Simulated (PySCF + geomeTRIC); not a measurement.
Species: [Ti(Cl)3(F)] (charge 0, multiplicity 1).

Q: Give a relaxed geometry from PySCF + geomeTRIC with TPSS-D3(BJ)/def2-SVP.

A: the end point of this relaxation.
Cartesian coordinates (Å) in one orientation:
```xyz
5

Ti    -0.030    -0.035    -0.051
Cl    -1.726     0.340    -1.366
Cl     0.224     1.640     1.320
Cl     1.777    -0.288    -1.242
F     -0.321    -1.481     0.858
```
